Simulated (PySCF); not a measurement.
SMILES [SiH3][SiH2][Ge]([Cl])([Cl])[Cl] (CAM-B3LYP/def2-SVP optimised geometry):

```
11

Si     2.070     1.010    -1.809
Si     1.353    -0.301     0.000
Ge    -1.028    -0.301     0.000
Cl    -1.775     1.722     0.000
Cl    -1.921    -1.309     1.679
Cl    -1.787    -1.238    -1.786
H      1.485     0.458    -3.059
H      1.607     2.408    -1.604
H      3.555     0.974    -1.885
H      1.775    -1.722    -0.117
H      1.778     0.252     1.313
```

Method: CAM-B3LYP/def2-TZVP (PySCF).

What are the frontier orbital energies and the dipole moment?

HOMO-2 -10.50 eV, HOMO-1 -10.46 eV, HOMO -9.69 eV, LUMO -0.66 eV, LUMO+1 0.20 eV; dipole moment 3.32 D.

On the same geometry PySCF with PBE/def2-TZVP gives HOMO-2 -7.83 eV, HOMO-1 -7.67 eV, HOMO -7.32 eV, LUMO -2.57 eV, LUMO+1 -1.68 eV; dipole moment 3.08 D.

Meta-Löwdin charges at CAM-B3LYP/def2-TZVP: Si1 0.27, Si2 0.18, Ge3 0.75, Cl4 -0.29, Cl5 -0.28, Cl6 -0.29, H7 -0.07, H8 -0.07, H9 -0.07, H10 -0.06, H11 -0.06.
